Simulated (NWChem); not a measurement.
All runs are NWChem calculations. System: hydrogen selenide (H₂Se), charge 0, spin multiplicity 1, at a geometry optimised with PBE0/def2-SVP. Level: EOM-CCSD/def2-SVPD, 9 core orbitals frozen.

Part of the output:

```
             Northwest Computational Chemistry Package (NWChem) 7.3.0
             --------------------------------------------------------

                                NWChem Input Module
                                -------------------

 Scaling coordinates for geometry "geometry" by  1.889725989
 (inverse scale =  0.529177249)

 Turning off AUTOSYM since
 SYMMETRY directive was detected!

                             Geometry "geometry" -> ""
                             -------------------------

 Output coordinates in angstroms (scale by  1.889725989 to convert to a.u.)

  No.       Tag          Charge          X              Y              Z
 ---- ---------------- ---------- -------------- -------------- --------------
    1 Se                  34.0000     0.00000000     0.00000000     0.05707600
    2 H                    1.0000     1.05024600     0.00000000    -0.97029100
    3 H                    1.0000    -1.05024600     0.00000000    -0.97029100

 Effective nuclear repulsion energy (a.u.)      24.7444849950

            Nuclear Dipole moment (a.u.)
            ----------------------------
        X                 Y               Z
 ---------------- ---------------- ----------------
     0.0000000000     0.0000000000     0.0000037795

      Symmetry information
      --------------------

 Group name             C2v
 Group number             16
 Group order               4
 No. of unique centers     2

      Symmetry unique atoms

     1    2


 Summary of "ao basis" -> "" (spherical)
 ------------------------------------------------------------------------------
       Tag                 Description            Shells   Functions and Types
 ---------------- ------------------------------  ------  ---------------------
 *                         def2-svpd                  on all atoms

 Summary of "ao basis" -> "ao basis" (spherical)
 ------------------------------------------------------------------------------
       Tag                 Description            Shells   Functions and Types
 ---------------- ------------------------------  ------  ---------------------
 Se                        def2-svpd                15       41   6s5p4d
 H                         def2-svpd                 4        8   2s2p

                                 NWChem SCF Module
                                 -----------------

  ao basis        = "ao basis"
  functions       =    57
  atoms           =     3
[...]
 Iteration  13 using   13 trial vectors
   0.0052511128151   0.3309575715076    9.00582     0.5     0.5

 Iteration  14 using   14 trial vectors
   0.0033979898909   0.3309321972205    9.00513     0.5     0.5

 Iteration  15 using   15 trial vectors
   0.0024996581753   0.3308852385370    9.00385     0.5     0.5

 Iteration  16 using   16 trial vectors
   0.0015139344943   0.3309167720312    9.00471     0.5     0.5

 Iteration  17 using   17 trial vectors
   0.0007834452257   0.3309051687219    9.00439     0.5     0.5

 Iteration  18 using   18 trial vectors
   0.0003447694077   0.3309010332843    9.00428     0.5     0.5

 Iteration  19 using   19 trial vectors
   0.0001365504845   0.3309033721000    9.00434     0.5     0.5

 Iteration  20 using   20 trial vectors
   0.0000570102385   0.3309017476445    9.00430     0.5     0.5

 Iteration  21 using   21 trial vectors
   0.0000243058655   0.3309016851238    9.00430     0.5     0.5

 Iteration  22 using   22 trial vectors
   0.0000109866190   0.3309018328032    9.00430     0.5     0.5

 Iteration  23 using   23 trial vectors
   0.0000052334457   0.3309017578137    9.00430     0.5     0.5
 --------------------------------------------------------------
 Iterations converged
 ------------------

 Excited state root  1
 Excitation energy / hartree =        0.330901757813699
                   / eV      =        9.004298802054830
 largest EOMCCSD amplitudes: R1 and R2

 Singles contributions
    26a2  (alpha) ---    18b2  (alpha)       -0.6084392037
    20b1  (alpha) ---    17a1  (alpha)        0.2116557573
    23b1  (alpha) ---    17a1  (alpha)       -0.6713335049
    29b1  (alpha) ---    17a1  (alpha)       -0.1306126395

 Doubles contributions

 =========================================
 Excited-state calculation ( b2  symmetry)
 =========================================
 Dim. of EOMCC iter. space      500

 EOMCCSD SOLVER TYPE  1
  maxdiff =   0.43200675690048213

 No. of initial right vectors    1

 EOM-CCSD right-hand side iterations
 --------------------------------------------------------------
      Residuum       Omega / hartree  Omega / eV    Cpu    Wall
 --------------------------------------------------------------

 Iteration   1 using    1 trial vectors
   0.3661362637808   0.2880554567258    7.83839     0.7     0.7

 Iteration   2 using    2 trial vectors
   0.0969783944765   0.2224143517690    6.05221     0.5     0.5

 Iteration   3 using    3 trial vectors
   0.0648236020381   0.2163684068261    5.88769     0.5     0.5

 Iteration   4 using    4 trial vectors
   0.0345757363752   0.2125811844152    5.78463     0.5     0.5

 Iteration   5 using    5 trial vectors
   0.0182238123861   0.2115271945193    5.75595     0.5     0.5

 Iteration   6 using    6 trial vectors
   0.0103771951462   0.2112487354479    5.74837     0.5     0.5

 Iteration   7 using    7 trial vectors
   0.0056133778031   0.2112245922894    5.74772     0.5     0.5

 Iteration   8 using    8 trial vectors
   0.0023584558577   0.2112287482613    5.74783     0.5     0.5

 Iteration   9 using    9 trial vectors
   0.0013020217218   0.2112093821732    5.74730     0.5     0.5

 Iteration  10 using   10 trial vectors
   0.0008356926438   0.2112023220258    5.74711     0.5     0.5

 Iteration  11 using   11 trial vectors
   0.0003614941516   0.2112063798937    5.74722     0.5     0.5

 Iteration  12 using   12 trial vectors
   0.0001537384334   0.2112064809537    5.74722     0.5     0.5

 Iteration  13 using   13 trial vectors
   0.0000749941362   0.2112069090144    5.74723     0.5     0.5

 Iteration  14 using   14 trial vectors
   0.0000386244447   0.2112069158003    5.74724     0.5     0.5

 Iteration  15 using   15 trial vectors
   0.0000215871030   0.2112067074669    5.74723     0.5     0.5

 Iteration  16 using   16 trial vectors
   0.0000099464193   0.2112067932052    5.74723     0.5     0.5
 --------------------------------------------------------------
 Iterations converged
 ------------------

 Excited state root  1
 Excitation energy / hartree =        0.211206793205243
                   / eV      =        5.747231708918652
 largest EOMCCSD amplitudes: R1 and R2

 Singles contributions
    19a1  (alpha) ---    18b2  (alpha)        0.8919039762
    21a1  (alpha) ---    18b2  (alpha)        0.1628782812
    24a1  (alpha) ---    18b2  (alpha)        0.1915099583
    28a1  (alpha) ---    18b2  (alpha)        0.1692060922

 Doubles contributions

 Task  times  cpu:       44.2s     wall:       44.2s

 Total times  cpu:       44.2s     wall:       44.2s
```

Write an NWChem input that would produce this output.

This is not unique; one that fits is 
```
start mol
memory heap 100 mb stack 700 mb global 1900 mb
geometry units angstroms nocenter noautoz
  Se     0.000000     0.000000     0.057076
  H      1.050246     0.000000    -0.970291
  H     -1.050246     0.000000    -0.970291
  symmetry group C2v
end
basis spherical
  * library def2-svpd
end
scf
  rhf
  nopen 0
  maxiter 100
  thresh 1e-7
  semidirect memsize 60000000 filesize 0
end
tce
  freeze core 9
  ccsd
  nroots 1
  2eorb
  2emet 13
  thresh 1e-5
  maxiter 200
  tilesize 24
end
task tce energy
```
